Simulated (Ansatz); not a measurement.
Species: H5GaSi, SMILES `[SiH3][GaH2]` (charge 0, multiplicity 1), formula H5GaSi.

### Question
How many basis functions does frozen-core CCSD(T)/cc-pVTZ // r2SCAN-D4/def2-TZVP run with Ansatz (a quantum-chemistry and plane-wave program) use, how many core orbitals are frozen, and how many electrons are correlated?

### Answer
147 basis functions and 14 frozen orbitals, which leaves 22 correlated electrons (filled d shells below the valence shell are correlated). Core time is of the order of seconds.
